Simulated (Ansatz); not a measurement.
Start from `[F][SnH2][SH]` and change one element to get `FCS`.

Ansatz, PBE0-D4/def2-TZVP geometries, multiplicity 1. Each molecule was computed in one conformer, which needn't be the lowest.

Elements past krypton have def2 core potentials.

```
                                          property  `[F][SnH2][SH]`
               LUMO energy (B3LYP/def2-TZVPP) / eV            -1.23
              HOMO–LUMO gap (PBE0/def2-TZVPP) / eV             6.98
             HOMO energy (ωB97M-V/def2-TZVPP) / eV           -10.09
    zero-point energy (PBE0-D4/def2-TZVP) / kJ/mol             65.3
    size of the dipole moment (PBE/def2-TZVPP) / D             2.38
size of the dipole moment (ωB97M-V/def2-TZVPP) / D             2.55
```

Q: Give the same properties after the change, and the shifts. (Estimate.)

A: The calculation gave: 
| property | `FCS` | shift |
| --- | --- | --- |
| LUMO energy (B3LYP/def2-TZVPP) / eV | -0.09 | 1.14 |
| HOMO–LUMO gap (PBE0/def2-TZVPP) / eV | 7.80 | 0.82 |
| HOMO energy (ωB97M-V/def2-TZVPP) / eV | -9.82 | 0.27 |
| zero-point energy (PBE0-D4/def2-TZVP) / kJ/mol | 104.0 | 38.7 |
| size of the dipole moment (PBE/def2-TZVPP) / D | 1.49 | -0.89 |
| size of the dipole moment (ωB97M-V/def2-TZVPP) / D | 1.58 | -0.97 |

With PBE0 the HOMO rises by 0.32 eV and the LUMO rises by 1.13 eV, so the gap widens by about 0.81 eV. PBE moves the HOMO by 0.34 eV and ωB97M-V by 0.27 eV. Dipoles are sizes alone; their direction can turn.

B3LYP here is the variant with VWN-RPA as its local correlation; programs differ in this.
